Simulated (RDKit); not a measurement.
Input for RDKit: UFF on GeH4O2 (SMILES [OH][GeH2][OH]).

```python
from rdkit import Chem
from rdkit.Chem import AllChem, rdDetermineBonds

blocks = [
'''7

O     1.00359382   -0.95433350   -0.00968551
Ge   -0.47690790    0.02248636   -0.24237354
O    -0.30372657    1.59505425    0.58343886
H     1.78806361   -0.53920456   -0.38303570
H    -0.67766233    0.40253068   -1.71474951
H    -1.57730660   -0.84070289    0.38618405
H    -0.19935862    1.50038717    1.53632849
''',
]
mol = None
for b in blocks:
    f = Chem.MolFromXYZBlock(b)
    rdDetermineBonds.DetermineBonds(f, charge=0)
    mol = f if mol is None else Chem.CombineMols(mol, f)
Chem.SanitizeMol(mol)
print(Chem.MolToSmiles(Chem.RemoveHs(mol)))
ff = AllChem.UFFGetMoleculeForceField(mol, vdwThresh=100.0, ignoreInterfragInteractions=False)
e = ff.CalcEnergy()
print(f'UFF energy {e:.6f} kcal/mol')
```

Program output:

```
[OH][GeH2][OH]
UFF energy 4.483953 kcal/mol
```

The run finished.

Cost: very roughly 0.020 core-seconds.
